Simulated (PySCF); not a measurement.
The dipole of `O=Cc1ccoc1` from its density and from atomic charges.

Coordinates (PBE0-D3(BJ)/def2-TZVP, Å) and charges (e) from the PBE0/pcSseg-2 density (PySCF):

```json
{"atom": "O1", "x": "-3.035", "y": "1.390", "z": "0.550", "Mulliken": "-0.3750", "IAO": "-0.4130", "Hirshfeld": "-0.2411", "ESP-fitted": "-0.4567"}
{"atom": "C2", "x": "-2.325", "y": "0.507", "z": "0.135", "Mulliken": "+0.2542", "IAO": "+0.2549", "Hirshfeld": "+0.1123", "ESP-fitted": "+0.3393"}
{"atom": "C3", "x": "-0.871", "y": "0.495", "z": "0.244", "Mulliken": "+0.0443", "IAO": "-0.1260", "Hirshfeld": "-0.0531", "ESP-fitted": "+0.0436"}
{"atom": "C4", "x": "0.034", "y": "-0.519", "z": "-0.210", "Mulliken": "-0.1755", "IAO": "-0.2175", "Hirshfeld": "-0.0803", "ESP-fitted": "-0.4195"}
{"atom": "C5", "x": "1.271", "y": "-0.085", "z": "0.109", "Mulliken": "+0.2123", "IAO": "+0.0066", "Hirshfeld": "+0.0116", "ESP-fitted": "+0.0547"}
{"atom": "O6", "x": "1.201", "y": "1.123", "z": "0.729", "Mulliken": "-0.3043", "IAO": "-0.2183", "Hirshfeld": "-0.0568", "ESP-fitted": "-0.1770"}
{"atom": "C7", "x": "-0.091", "y": "1.462", "z": "0.805", "Mulliken": "+0.1874", "IAO": "+0.0618", "Hirshfeld": "+0.0436", "ESP-fitted": "+0.0445"}
{"atom": "H8", "x": "-2.760", "y": "-0.379", "z": "-0.373", "Mulliken": "-0.0061", "IAO": "+0.1010", "Hirshfeld": "+0.0445", "ESP-fitted": "+0.0474"}
{"atom": "H9", "x": "-0.217", "y": "-1.443", "z": "-0.707", "Mulliken": "+0.0341", "IAO": "+0.1749", "Hirshfeld": "+0.0665", "ESP-fitted": "+0.2144"}
{"atom": "H10", "x": "2.261", "y": "-0.489", "z": "-0.023", "Mulliken": "+0.0535", "IAO": "+0.1816", "Hirshfeld": "+0.0726", "ESP-fitted": "+0.1552"}
{"atom": "H11", "x": "-0.327", "y": "2.404", "z": "1.272", "Mulliken": "+0.0751", "IAO": "+0.1940", "Hirshfeld": "+0.0802", "ESP-fitted": "+0.1542"}
```

Question: Form Σ q r in debye for every column and set it beside the full dipole.

Answer: The full density gives (2.48, -1.87, -0.80) D, 3.21 D in size; dipole vectors point from the negative to the positive end.

```json
{"scheme": "Mulliken", "μx": "2.38", "μy": "-1.24", "μz": "-0.48", "size (D)": "2.73", "share of the full size (%)": "85", "angle to the full dipole (°)": "10"}
{"scheme": "IAO", "μx": "2.57", "μy": "-2.22", "μz": "-0.98", "size (D)": "3.53", "share of the full size (%)": "110", "angle to the full dipole (°)": "4"}
{"scheme": "Hirshfeld", "μx": "2.20", "μy": "-1.05", "μz": "-0.39", "size (D)": "2.47", "share of the full size (%)": "77", "angle to the full dipole (°)": "12"}
{"scheme": "ESP-fitted", "μx": "2.50", "μy": "-1.89", "μz": "-0.82", "size (D)": "3.24", "share of the full size (%)": "101", "angle to the full dipole (°)": "0"}
```

Question: Which set comes closest?

Answer: Length of the difference vector: ESP-fitted 0.03 D, IAO 0.40 D, Mulliken 0.72 D, Hirshfeld 0.96 D. Closest: ESP-fitted. ESP charges are fitted to the potential around the molecule, whose slowest-falling term is the dipole's. 

Question: What is left for the Hirshfeld atoms' own dipoles?

Answer: The Hirshfeld atoms' densities add up to the full density, so μ = Σ q r + Σ (atomic dipoles). The atomic dipoles sum to (2.48, -1.87, -0.80) − (2.20, -1.05, -0.39) = (0.28, -0.82, -0.41) D, 0.96 D in size.

Question: With the origin at the mean of the coordinates, (-0.442, 0.406, 0.230) Å, which are the largest single terms, by size, of the ESP-fitted dipole along the direction of the full one?

Answer: O1 +5.83, C2 -2.43, C4 -2.05, H10 +1.99, H9 +1.53 D; all 11 atoms together +3.24 D. The single terms depend on the origin, their sum doesn't.

Question: Give the size of the full dipole in other units.

Answer: 3.21 D = 1.263 au = 0.668 e·Å = 10.71 × 10⁻³⁰ C·m.

One conformer (not necessarily the lowest) at the PBE0-D3(BJ)/def2-TZVP geometry, without solvent, vibrations or thermal averaging.

The run behind these numbers computed NMR shieldings as well. The run took 42 s wall (with the writing of density and orbital grids) on one thread, Arm Neoverse V2 (aarch64), shared host with 192 logical CPUs at a one-minute load of 66, and the process peaked at 1.4 GiB of memory.

Conformer computed: `[O:1]=[CH:2][c:3]1[cH:4][cH:5][o:6][cH:7]1`: O1–C2–C3–C4 179°.
